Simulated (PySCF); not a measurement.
**Structure from NMR data**

Molecular formula: C$_{5}$H$_{10}$F$_{2}$Si. Simulated spectra:

$^{1}$H NMR (600 MHz, computed): δ 5.08 (m, 1H), 4.98 (m, 1H), 2.50 (m, 1H), 2.11 (m, 1H), 1.77 (m, 1H), 1.48 (m, 1H), 1.30 (m, 1H), 1.29 (m, 1H), 1.18 (m, 1H), 1.14 (m, 1H).

$^{13}$C{$^{1}$H} NMR (computed): δ 87.8 (CH), 36.6 (CH2), 27.1 (CH2), 25.1 (CH2), 15.5 (CH2).

PySCF 2.14.0 with density-fitted response routines calculation with shielding tensors at PBE0/pcSseg-1 (GIAO) and structure optimised with GFN2-xTB; no relativistic terms, a single conformation, no solvent model.

δ = σ(ref) − σ, references computed at the same level: $^{1}$H (31.72 ppm) and $^{13}$C (186.93 ppm) vs TMS.

Question: Deduce the structure.

Answer: 
1. Rings plus π bonds: 1 (1 ring in the answer).
2. 5 carbon signals for 5 carbons: no two carbons are equivalent.
3. Carbon types of the structure: 1 × CH, 4 × CH2, leaving 1 H on heteroatoms.
4. δC 87.8: sp3 CH bonded to F and Si; deshielded by the electronegative neighbour.
5. δC 36.6, 27.1, 25.1: sp3 CH2 in a ring; aliphatic region, no heteroatom directly attached.
6. δC 15.5: sp3 CH2 bonded to Si.
7. δH 5.08: hydrogen on a silicon bonded to 2 C, F, in a 6-membered ring.
8. δH 4.98: hydrogen on an sp3 CH bonded to F and Si; its carbon carries F, an electronegative neighbour.
9. δH 2.50, 2.11, 1.77, 1.48, 1.18, 1.14: hydrogen on an sp3 CH2 in a ring.
10. δH 1.30, 1.29: hydrogen on an sp3 CH2 bonded to Si.

These data were computed for SMILES F[Si@@H]1[C@H](F)CCCC1.

The shifts were computed for this structure.

Splittings by $^{19}$F in the carbon and heteronuclear signals aren't shown, as no couplings were computed. Shifts are as computed. Against solution values, carbons near 30 ppm lie about +3 ppm off and those near 130 ppm about +5 ppm. Of 1211 compounds with measured shifts, 218 miss one by over three times the rms of a fit or turn the order of signals round; such compounds aren't used in these exercises. Multiplicities follow the n + 1 count of equivalent neighbours, as no J values were calculated; m marks all less simple cases, F and P coupling included.
